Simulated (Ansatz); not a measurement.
Consider the formal exchange of groups at the Si–O bond: `[F][In]([F])[O][SiH3]` + `[BH2][GeH2][SiH3]` → `[BH2][GeH2][SiH2][SiH3]` + `[OH][In]([F])[F]`.

Gas-phase electronic energies from Ansatz, PBE0-D4/def2-TZVP geometries. CCSD(T)/CBS is the MP2 limit (def2-TZVPP, def2-QZVPP) plus CCSD(T) − MP2 in def2-TZVPP, frozen cores. Functionals use def2-TZVPP. B3LYP here is the variant with VWN-RPA as its local correlation; programs differ in this. Elements past krypton have def2 core potentials. For Ge, In outer-core shells are correlated without core-valence functions, which leaves a few kJ/mol of doubt a bond. Scalar relativity is left out up to krypton. One conformer a species, not always the lowest.

| level | ΔE (kJ/mol) | difference from CCSD(T)/CBS |
| --- | --- | --- |
| PBE-D4 | 57.3 | -31.0 |
| r2SCAN-D4 | 78.7 | -9.6 |
| PBE0-D4 | 67.7 | -20.6 |
| B3LYP-D4 | 84.4 | -3.9 |
| ωB97X-V | 86.0 | -2.3 |
| ωB97M-V | 89.4 | 1.1 |
| B2PLYP | 93.1 | 4.8 |
| PBE | 60.6 | -27.7 |
| r2SCAN | 79.8 | -8.5 |
| PBE0 | 70.8 | -17.5 |
| B3LYP | 89.6 | 1.3 |
| HF/def2-TZVPP | 122.5 | 34.2 |
| MP2/def2-TZVPP | 93.9 | 5.6 |
| SCS-MP2/def2-TZVPP | 100.7 | 12.4 |
| CCSD/def2-TZVPP | 93.5 | 5.2 |
| CCSD(T)/def2-TZVPP | 88.7 | 0.4 |
| HF/def2-QZVPP | 125.3 | 37.0 |
| MP2/def2-QZVPP | 94.7 | 6.4 |
| SCS-MP2/def2-QZVPP | 101.3 | 13.0 |
| HF/CBS(def2) | 125.7 | 37.4 |
| MP2/CBS(def2) | 93.6 | 5.3 |
| CCSD/CBS(def2) | 93.1 | 4.8 |
| CCSD(T)/CBS | 88.3 | 0 |

Largest T1 diagnostic among the species: 0.018.

From PBE to PBE0 (25 % exact exchange), in def2-TZVPP and without D4, ΔE moves by +10.2 kJ/mol. In def2-TZVPP, CCSD(T) changes the Hartree–Fock value by −33.8 kJ/mol (the triples alone add −4.8 kJ/mol) and MP2 by −28.6 kJ/mol. The D4 term adds −5.3 kJ/mol with B3LYP and −3.1 kJ/mol with PBE0; it sums over pairs of atoms, weighted by their polarisabilities, and B3LYP, whose exchange is more repulsive, gets the larger term.
